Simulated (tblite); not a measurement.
Compound: C7H16FNSi.
SMILES with atom numbers: `[CH3:1][CH:2]([CH3:3])[Si@@:4]1([CH3:5])[NH:6][CH2:7][CH2:8][C@@H:9]1[F:10]` (hydrogens: H11, H12, H13 on C1; H14 on C2; H15, H16, H17 on C3; H18, H19, H20 on C5; H21 on N6; H22, H23 on C7; H24, H25 on C8; H26 on C9)

Computed with GFN2-xTB (tblite), gas phase: L-BFGS steps from a force-field or distance-geometry start until the largest atomic force falls under 0.01 eV/Å.

Step 14: E = -885.5087 eV
```
atom  x, y, z in Å  |  force x, y, z in eV/Å
C1      2.3189    0.7997    1.1684   -0.008   0.003   0.046
C2      1.3962    0.7888   -0.0451   -0.050  -0.039   0.016
C3      2.1899    0.4075   -1.2914    0.015  -0.014  -0.034
Si4    -0.0915   -0.3912    0.2254   -0.103  -0.060  -0.021
C5      0.3788   -2.2231    0.4709    0.025  -0.024  -0.020
N6     -1.1666    0.1559    1.4616    0.058   0.109   0.089
C7     -2.5222    0.4181    1.0198    0.007  -0.026   0.029
C8     -2.4458    0.7901   -0.4544    0.015  -0.009  -0.064
C9     -1.4436   -0.1360   -1.1281    0.057   0.006   0.037
F10    -2.0567   -1.3525   -1.4148   -0.003   0.009  -0.020
H11     3.1402    1.4972    1.0251    0.067   0.042  -0.045
H12     1.7829    1.0950    2.0648   -0.079  -0.006   0.023
H13     2.7404   -0.1869    1.3337    0.018  -0.066   0.005
H14     1.0298    1.8094   -0.1892   -0.061   0.030   0.026
H15     1.5640    0.4173   -2.1802   -0.034  -0.031   0.016
H16     2.6101   -0.5865   -1.1750    0.026  -0.071  -0.035
H17     3.0114    1.1018   -1.4558    0.038   0.041   0.031
H18     0.9080   -2.6503   -0.3760   -0.019   0.061   0.029
H19    -0.5176   -2.8191    0.6324    0.067   0.019  -0.037
H20     1.0121   -2.3346    1.3484   -0.022   0.013  -0.062
H21    -1.1140   -0.1312    2.4252    0.059   0.054  -0.008
H22    -2.9604    1.2266    1.6111    0.004   0.073   0.006
H23    -3.1562   -0.4655    1.1438   -0.047  -0.118  -0.012
H24    -3.4270    0.7189   -0.9226   -0.022   0.018  -0.034
H25    -2.0708    1.8072   -0.5563   -0.006   0.043   0.011
H26    -1.1311    0.2659   -2.0959    0.000  -0.056   0.029
```

Step 15: E = -885.5120 eV
```
atom  x, y, z in Å  |  force x, y, z in eV/Å
C1      2.3168    0.7985    1.1708   -0.004   0.003   0.023
C2      1.3931    0.7880   -0.0435   -0.016  -0.023   0.005
C3      2.1876    0.4076   -1.2903    0.027  -0.027  -0.027
Si4    -0.0917   -0.3941    0.2252   -0.089  -0.046   0.012
C5      0.3826   -2.2245    0.4670    0.020  -0.029  -0.012
N6     -1.1677    0.1569    1.4574    0.039   0.115   0.061
C7     -2.5256    0.4158    1.0197    0.015  -0.016   0.029
C8     -2.4467    0.7888   -0.4554    0.006   0.014  -0.022
C9     -1.4413   -0.1371   -1.1248   -0.032   0.017  -0.008
F10    -2.0561   -1.3498   -1.4164   -0.021  -0.064  -0.014
H11     3.1391    1.4961    1.0259    0.037   0.016  -0.031
H12     1.7815    1.0927    2.0690   -0.063  -0.010  -0.007
H13     2.7373   -0.1901    1.3339    0.010  -0.028   0.003
H14     1.0233    1.8074   -0.1895   -0.046   0.027   0.042
H15     1.5635    0.4153   -2.1806   -0.041  -0.025   0.028
H16     2.6062   -0.5869   -1.1714    0.035  -0.069  -0.042
H17     3.0107    1.1003   -1.4569    0.022   0.037   0.046
H18     0.9134   -2.6494   -0.3796   -0.014   0.058   0.010
H19    -0.5122   -2.8222    0.6268    0.050   0.007  -0.036
H20     1.0151   -2.3378    1.3442   -0.011   0.018  -0.045
H21    -1.1027   -0.1025    2.4265    0.043   0.032   0.045
H22    -2.9619    1.2257    1.6120    0.007   0.052  -0.013
H23    -3.1610   -0.4683    1.1467   -0.010  -0.084  -0.026
H24    -3.4285    0.7253   -0.9260    0.025  -0.006  -0.025
H25    -2.0670    1.8049   -0.5530   -0.014   0.042   0.012
H26    -1.1288    0.2620   -2.0921    0.028  -0.011  -0.008
```

Step 16: E = -885.5142 eV
```
atom  x, y, z in Å  |  force x, y, z in eV/Å
C1      2.3153    0.7976    1.1728   -0.002  -0.001  -0.004
C2      1.3905    0.7871   -0.0424    0.010  -0.011  -0.002
C3      2.1866    0.4072   -1.2899    0.024  -0.031  -0.004
Si4    -0.0935   -0.3971    0.2251   -0.043  -0.012   0.034
C5      0.3856   -2.2257    0.4640    0.004  -0.011  -0.006
N6     -1.1678    0.1596    1.4554    0.016   0.098   0.078
C7     -2.5279    0.4139    1.0202    0.010  -0.001   0.016
C8     -2.4471    0.7883   -0.4562   -0.004   0.025   0.022
C9     -1.4404   -0.1379   -1.1230   -0.083   0.009  -0.038
F10    -2.0559   -1.3492   -1.4176   -0.030  -0.087  -0.010
H11     3.1389    1.4955    1.0260   -0.002  -0.015  -0.014
H12     1.7794    1.0910    2.0718   -0.042  -0.012  -0.032
H13     2.7353   -0.1928    1.3340    0.000   0.012   0.003
H14     1.0180    1.8065   -0.1889   -0.026   0.001   0.050
H15     1.5623    0.4135   -2.1804   -0.035  -0.020   0.035
H16     2.6041   -0.5884   -1.1696    0.033  -0.044  -0.047
H17     3.0105    1.0999   -1.4568   -0.001   0.019   0.052
H18     0.9170   -2.6479   -0.3821    0.003   0.046  -0.022
H19    -0.5077   -2.8243    0.6222    0.022  -0.017  -0.031
H20     1.0171   -2.3398    1.3406    0.006   0.019  -0.018
H21    -1.0941   -0.0816    2.4288    0.028   0.029   0.032
H22    -2.9628    1.2259    1.6123    0.007   0.019  -0.030
H23    -3.1644   -0.4717    1.1481    0.034  -0.034  -0.032
H24    -3.4290    0.7295   -0.9289    0.051  -0.019  -0.015
H25    -2.0645    1.8042   -0.5504   -0.021   0.028   0.013
H26    -1.1266    0.2594   -2.0897    0.040   0.013  -0.030
```

Question: Estimate the geometry and energy of step 17. (The exact step hangs on the optimiser's Hessian estimate; all steps are aligned on step 16, rigid shifts and turns removed.)

Answer: E = -885.5161 eV, largest force 0.130 eV/Å
```
atom  x, y, z in Å  |  force x, y, z in eV/Å
C1      2.3143    0.7968    1.1744   -0.005  -0.006  -0.030
C2      1.3887    0.7852   -0.0416    0.024  -0.005  -0.006
C3      2.1865    0.4059   -1.2899    0.009  -0.026   0.023
Si4    -0.0961   -0.3994    0.2258   -0.006   0.032   0.053
C5      0.3872   -2.2260    0.4620   -0.010   0.011  -0.004
N6     -1.1669    0.1656    1.4563   -0.004   0.094  -0.052
C7     -2.5293    0.4128    1.0211    0.013   0.014   0.007
C8     -2.4477    0.7885   -0.4567   -0.004   0.020   0.050
C9     -1.4409   -0.1383   -1.1220   -0.091  -0.013  -0.047
F10    -2.0563   -1.3500   -1.4181   -0.033  -0.073  -0.006
H11     3.1388    1.4950    1.0251   -0.036  -0.038   0.005
H12     1.7768    1.0895    2.0735   -0.018  -0.012  -0.051
H13     2.7345   -0.1946    1.3350   -0.009   0.041   0.002
H14     1.0123    1.8045   -0.1873    0.002  -0.028   0.048
H15     1.5608    0.4117   -2.1797   -0.020  -0.012   0.039
H16     2.6039   -0.5907   -1.1704    0.027  -0.011  -0.044
H17     3.0105    1.1003   -1.4553   -0.025  -0.006   0.050
H18     0.9190   -2.6443   -0.3843    0.020   0.029  -0.050
H19    -0.5043   -2.8256    0.6185   -0.007  -0.045  -0.024
H20     1.0183   -2.3398    1.3376    0.025   0.014   0.009
H21    -1.0867   -0.0695    2.4283    0.013   0.007   0.129
H22    -2.9638    1.2269    1.6118   -0.002  -0.013  -0.038
H23    -3.1651   -0.4754    1.1492    0.073   0.017  -0.034
H24    -3.4288    0.7323   -0.9317    0.054  -0.026  -0.003
H25    -2.0641    1.8048   -0.5485   -0.022   0.010   0.012
H26    -1.1228    0.2566   -2.0878    0.032   0.027  -0.038
```

The energy changes by -0.0019 eV. The first-order estimate −F·Δx gives -0.0028 eV and the mean of the old and new forces, exact on a quadratic surface, -0.0019 eV. The step makes an angle of 62° with the force vector and moves no atom by more than 0.014 Å.

The cost below is that of the whole relaxation. On an AMD EPYC 9R45 with one thread, no GPU, on a shared host, this took 0.78 s wall.
